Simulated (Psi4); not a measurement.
F₄Se, charge +1, doublet, at a GFN2-xTB geometry (a state made from the parent by changing its charge; the spin is typed, not shown lowest), atoms displaced at random by about 0.08 Å a coordinate; TPSS/6-31G, gradient (Psi4).

Here is a job for Psi4.
```
memory 2 GB

molecule {
1 2
  Se   -0.15630495    0.00143919    0.21752442
  F     0.90700297    1.45260452    0.33689586
  F     1.08587260   -0.92202138   -0.76049937
  F    -1.08019826   -1.52670060    0.33808252
  F    -0.90749879    0.72698115   -0.70460239
symmetry c1
no_reorient
no_com
}

set basis 6-31g
set reference uks

gradient('tpss')
print_variables()
```

It wrote (shortened):

```
gradient() will perform analytic gradient computation.

   => Loading Basis Set <=

    Name: 6-31G
    Role: ORBITAL
    Keyword: BASIS

         ---------------------------------------------------------
                                   SCF
               by Justin Turney, Rob Parrish, Andy Simmonett
                          and Daniel G. A. Smith
                              UKS Reference
         ---------------------------------------------------------

  ==> Geometry <==

    Molecular point group: c1
    Full point group: C1

    Geometry (in Angstrom), charge = 1, multiplicity = 2:

       Center              X                  Y                   Z               Mass
    ------------   -----------------  -----------------  -----------------  -----------------
         SE          -0.156304950000     0.001439190000     0.217524420000    79.916521800000
         F            0.907002970000     1.452604520000     0.336895860000    18.998403162730
         F            1.085872600000    -0.922021380000    -0.760499370000    18.998403162730
         F           -1.080198260000    -1.526700600000     0.338082520000    18.998403162730
         F           -0.907498790000     0.726981150000    -0.704602390000    18.998403162730

  Running in c1 symmetry.

  Rotational constants: A =      0.18129  B =      0.11184  C =      0.08870 [cm^-1]
  Rotational constants: A =   5434.80876  B =   3352.89659  C =   2659.09522 [MHz]
  Nuclear repulsion =  483.534955436990060

  Charge       = 1
  Multiplicity = 2
  Electrons    = 69
  Nalpha       = 35
  Nbeta        = 34

  ==> Algorithm <==

  SCF Algorithm Type is DF.
  DIIS enabled.
  MOM disabled.
  Fractional occupation disabled.
  Guess Type is SAD.
  Energy threshold   = 1.00e-08
  Density threshold  = 1.00e-08
  Integral threshold = 1.00e-12

  ==> Primary Basis <==

  Basis Set: 6-31G
    Blend: 6-31G
    Number of shells: 31
    Number of basis functions: 65
    Number of Cartesian functions: 65
    Spherical Harmonics?: false
    Max angular momentum: 2

  ==> DFT Potential <==

   => LibXC <=

    Version 7.1.2
    S. Lehtola, C. Steigemann, M. J. T. Oliveira, and M. A. L. Marques,  SoftwareX 7, 1–5 (2018) (10.1016/j.softx.2017.11.002)

   => Composite Functional: TPSS <=

    TPSS Meta-GGA XC Functional

    J. Tao, et al., Phys. Rev. Lett., 91, 146401, 2003

    Deriv               =              1
    GGA                 =           TRUE
    Meta                =           TRUE

[...]
  @DF-UKS Final Energy: -2799.75606158187611
    Total Energy =                      -2799.7560615818761107
[...]
    K tasked:                   No
    wK tasked:                  No
    Integrals threads:           1
    Schwarz Cutoff:          1E-12
    Fitting Condition:       1E-10

   => Auxiliary Basis Set <=

  Basis Set: (6-31G AUX)
    Blend: CC-PVDZ-JKFIT
    Number of shells: 143
    Number of basis functions: 533
    Number of Cartesian functions: 533
    Spherical Harmonics?: false
    Max angular momentum: 3

  ==> DFT Potential <==

   => LibXC <=

    Version 7.1.2
    S. Lehtola, C. Steigemann, M. J. T. Oliveira, and M. A. L. Marques,  SoftwareX 7, 1–5 (2018) (10.1016/j.softx.2017.11.002)

   => Composite Functional: TPSS <=

    TPSS Meta-GGA XC Functional

    J. Tao, et al., Phys. Rev. Lett., 91, 146401, 2003

    Deriv               =              1
    GGA                 =           TRUE
    Meta                =           TRUE

    Exchange Hybrid     =          FALSE
    MP2 Hybrid          =          FALSE

   => Exchange Functionals <=

    1.0000   XC_MGGA_X_TPSS

   => Correlation Functionals <=

    1.0000   XC_MGGA_C_TPSS

   => LibXC Density Thresholds  <==

    XC_MGGA_C_TPSS:  1.00E-15
    XC_MGGA_X_TPSS:  1.00E-15

   => Molecular Quadrature <=

    Radial Scheme          =       TREUTLER
    Pruning Scheme         =           NONE
    Nuclear Scheme         =       TREUTLER

    Blocking Scheme        =         OCTREE
    BS radius alpha        =              1
    Pruning alpha          =              1
    Radial Points          =             75
    Spherical Points       =            302
    Total Points           =         108874
    Total Blocks           =            863
    Max Points             =            256
    Max Functions          =             62
    Weights Tolerance      =       1.00E-15

  -Total Gradient:
     Atom            X                  Y                   Z
    ------   -----------------  -----------------  -----------------
       1       -0.327651906358     0.287324657367    -0.351005954925
       2       -0.026501213635    -0.023856591650    -0.015029165970
       3        0.012044769448    -0.012313102775    -0.007524429730
       4        0.024275389130     0.022827598765    -0.003945499319
       5        0.317248445335    -0.274318095068     0.377222377535

  Variable Map:
  ----------------------------------------------------------------------------
[...]
  Array Variable Map:
  ----------------------------------------------------------------------------
[...]
[...]
```
